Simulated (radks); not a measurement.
The numbers below are computed, except where a source is named.
Spherical jellium clusters: N electrons in a uniform positive sphere of charge N and radius rs N^(1/3), rs = 3.45 bohr. Level of theory: non-relativistic Kohn-Sham, LDA (Slater exchange, Perdew-Wang correlation), spin-polarised, spherical densities (a radial shooting solver with Libxc functionals). Levels are named by radial order and angular momentum (1s, 1p, 1d, 2s, ...), and open shells are averaged over m.

N = 30, configuration 1s2 1p6 1d10 2s2 1f(up 7, down 3). This is the lowest configuration that the search found. Occupied and some empty levels:

level    occupation  eigenvalue (eV)  <r> (bohr)
1s up             1          -6.4350       6.265
1s down           1          -6.3021       6.041
1p up             3          -5.5394       7.587
1p down           3          -5.3408       7.485
1d up             5          -4.4578       8.451
1d down           5          -4.2301       8.426
2s up             1          -4.0609       6.890
2s down           1          -3.9390       7.032
1f up             7          -3.2059       9.164
1f down           3          -2.9711       9.193
2p up             0          -2.5621       8.148
2p down           0          -2.4478       8.220
1g up             0          -1.8187       9.873
1g down           0          -1.5934       9.958
2d up             0          -1.1677       10.09
2d down           0          -1.0571       10.24

Energy (eV): total -53.7676, kinetic 69.562, external -2702.7, Hartree 1333.9, exchange-correlation -125.30, background 1370.7.

Electron density:

r (bohr)  n(r) (e/bohr^3)
1.21             0.007264
2.50             0.005938
3.80             0.005016
5.09             0.005276
6.39             0.006283
7.68             0.006660
8.98             0.005302
10.3             0.002847
11.6             0.001033
12.9            0.0003014
14.2           0.00007737
15.4           0.00001888
16.8            4.408e-06
